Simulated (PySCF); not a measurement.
`[SiH3]C[Si@@H]([SiH3])P`, CH11PSi3

Cartesian coordinates in Å; atom numbers follow the order of the lines, from 1:
```xyz
16

Si   -2.0597   -1.0538   -0.0080
C    -1.0188   -0.3841    1.4097
Si    0.5968    0.4658    0.9204
Si    1.9408   -0.9473   -0.3875
P     0.3287    2.3786   -0.2718
H    -2.5452    0.0580   -0.8810
H    -1.2405   -1.9838   -0.8462
H    -3.2457   -1.8008    0.5116
H    -1.6274    0.3247    1.9978
H    -0.7677   -1.2247    2.0809
H     1.3510    0.8511    2.1562
H     1.4119   -1.0212   -1.7850
H     3.3418   -0.4279   -0.4359
H     1.9566   -2.3307    0.1851
H    -0.7211    2.8806    0.5592
H    -0.5710    1.7809   -1.2071
```

Method used: GIAO B3LYP/pcseg-1 magnetisability, rotational g tensor and spin-rotation constants, non-relativistic, gas phase (PySCF 2.14.0). Geometry: PBE0-D3(BJ)/def2-SVP.

Question: What are the magnetisability and the molar susceptibility?

Answer: Isotropic -1583 × 10⁻³⁰ J/T², or -95.4 × 10⁻⁶ cm³/mol; principal values -1620, -1576, -1554 × 10⁻³⁰ J/T², anisotropy 58 × 10⁻³⁰ J/T² (root of half the summed squared differences of the principal values). The susceptibility is in cgs units.

Question: Split it along the inertial axes a, b, c into diamagnetic and paramagnetic parts about the centre of mass, with the quadrupole moment.

Answer: 
```csv
axis,χ (10⁻⁶ cm³/mol),diamagnetic (10⁻⁶ cm³/mol),paramagnetic (10⁻⁶ cm³/mol),summed x² of all electrons (Å²),quadrupole Θ (D Å)
a,-96.3,-853.5,757.2,195.5,-4.95
b,-94.3,-1065.7,971.5,145.5,+1.69
c,-95.5,-1446.7,1351.2,55.7,+3.25
```
Anisotropies 2χaa − χbb − χcc = -2.8 and 2χbb − χaa − χcc = +3.2 × 10⁻⁶ cm³/mol. Θ is traceless in Buckingham's convention.

Question: And the rotational g tensor?

Answer: 
| axis | rotational constant (GHz) | g | nuclear part | electronic part |
| --- | --- | --- | --- | --- |
| a | 1.6990 | -0.0168 | 0.5876 | -0.6044 |
| b | 1.2910 | -0.0163 | 0.5729 | -0.5892 |
| c | 0.9050 | -0.0113 | 0.5632 | -0.5745 |

Asymmetric top; isotopes 12C, 1H, 31P, 28Si; no vibrational averaging.
